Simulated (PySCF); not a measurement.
## Calculated data, CH5BSi2, C2H6BSi

Computed with PySCF 2.14.0. Calculation on a computer-drawn molecule: optimised geometry and harmonic frequencies of an isolated molecule of the commonest isotopes, restricted reference for singlets and unrestricted otherwise, frozen core in MP2.

Common to all runs: charge 0; method HF; basis cc-pV(D+d)Z.

(1) CH5BSi2

Start structure:
```xyz
9
CH5BSi2
B     -1.9251    -1.0803     1.3855
Si    -0.2686    -0.2988     1.4732
C      1.4085     0.5066     1.6598
Si     2.4913     1.1492     0.5276
H     -2.4450    -1.3823     2.3406
H     -2.3596    -1.2188     0.3579
H      1.7393     0.5649     2.6725
H      3.8377     1.6418     0.7466
H      2.1994     1.0901    -0.9874
```

| Quantity | Value |
| --- | --- |
| multiplicity | 1 |
| rotational constants | 8.114, 2.823, 2.132 GHz |
| total energy | -643.2030 hartree |
| convergence status largest gradient component | 1.545e-05 hartree/bohr |

Drawn bonds:
```
atom  other atom  order
   1           2      1
   2           3      1
   3           4      2
   1           5      1
   1           6      1
   3           7      1
   4           8      1
   4           9      1
```

Optimised structure:
```xyz
9
CH5BSi2
B     -1.2378    -0.6917     1.0119
Si     0.0015    -0.7726     2.6176
C      1.5282     0.1687     2.1390
Si     1.7565     0.9202     0.6257
H     -2.1096     0.1373     0.9273
H     -1.2777    -1.5816     0.1989
H      2.3241     0.2413     2.8766
H      2.9560     1.6751     0.2127
H      0.7367     0.8756    -0.4336
```

Modes:
```
frequency (cm⁻¹)  reduced mass (dalton)
           96.89                  3.333
           125.5                  3.308
           251.5                  4.479
           278.7                  1.018
           325.4                  1.093
           522.4                   1.24
           571.4                  2.828
           613.7                   2.31
           666.3                  1.238
           785.9                  2.418
           863.6                  1.107
             933                  1.464
            1019                  1.436
            1064                  1.218
            1217                  2.266
            1243                  1.154
            2345                  1.039
            2373                  1.045
            2632                  1.055
            2699                  1.121
            3298                  1.087
```

(2) C2H6BSi

Start structure:
```xyz
10
C2H6BSi
C      0.6175     1.2874    -1.7997
B      0.7669     0.7244    -0.6321
C      0.8748     0.0535     0.8176
Si    -0.6710    -1.1807     0.7128
H      1.2997     1.9907    -2.2287
H     -0.1847     1.0080    -2.5195
H      0.7030     0.7045     1.6297
H      1.8241    -0.5959     0.9812
H     -0.5131    -2.2314    -0.3018
H     -1.9585    -0.5042     0.6421
```

| Item | Value |
| --- | --- |
| multiplicity | 2 |
| rotational constants | 16, 2.782, 2.476 GHz |
| total energy | -392.7711 hartree |
| spin squared | 0.7547 |
| convergence status largest gradient component | 3.269e-05 hartree/bohr |

Drawn bonds:
```
atom  other atom  order
   1           2      2
   2           3      1
   3           4      1
   1           5      1
   1           6      1
   3           7      1
   3           8      1
   4           9      1
   4          10      1
```

Optimised structure:
```xyz
10
C2H6BSi
C      0.6773     1.3318    -1.8700
B      0.7564     0.7184    -0.6296
C      0.7886     0.0036     0.7259
Si    -0.6462    -1.2472     0.8555
H      1.3868     2.0878    -2.1887
H     -0.1019     1.0836    -2.5831
H      0.6747     0.7075     1.5551
H      1.7160    -0.5599     0.8620
H     -0.5335    -2.3004    -0.1803
H     -1.9594    -0.5689     0.7549
```

Modes:
```
frequency (cm⁻¹)  reduced mass (dalton)
           119.2                   1.05
           124.9                   3.44
           177.2                  1.151
           352.4                  2.449
           365.6                  2.089
           566.6                  1.066
             652                  4.015
           724.1                  1.242
           795.8                  1.295
           815.7                   2.01
           880.9                  2.648
           887.4                   1.51
           996.4                  1.055
            1127                  1.082
            1149                  1.474
            1424                  1.149
            1514                  1.114
            1744                  6.519
            2299                  1.029
            2313                  1.054
            3186                  1.058
            3243                  1.104
            3295                  1.063
            3372                  1.109
```
